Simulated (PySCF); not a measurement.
Ligands exchanged one at a time, Al CH3-H. Gas-phase values, no solvent. Strings in code marks are SMILES.

Level of theory: PBE-D3(BJ)/def2-TZVP // B3LYP-D3(BJ)/def2-TZVP run with PySCF. All candidates: neutral, multiplicity 1. 

dipole moment: 0.00 D
LUMO: -2.52 eV
HOMO–LUMO gap: 4.78 eV

Task: Identify which member has these values.
A. `[CH3][AlH][CH3]`
B. `[AlH3]`
C. `[CH3][AlH2]`
D. `[CH3][Al]([CH3])[CH3]`

Result: B, `[AlH3]`. The others give `[CH3][AlH2]`: 0.77 D, -2.07 eV, 4.74 eV; `[CH3][Al]([CH3])[CH3]`: 0.01 D, -1.16 eV, 5.10 eV; `[CH3][AlH][CH3]`: 0.69 D, -1.64 eV, 4.84 eV
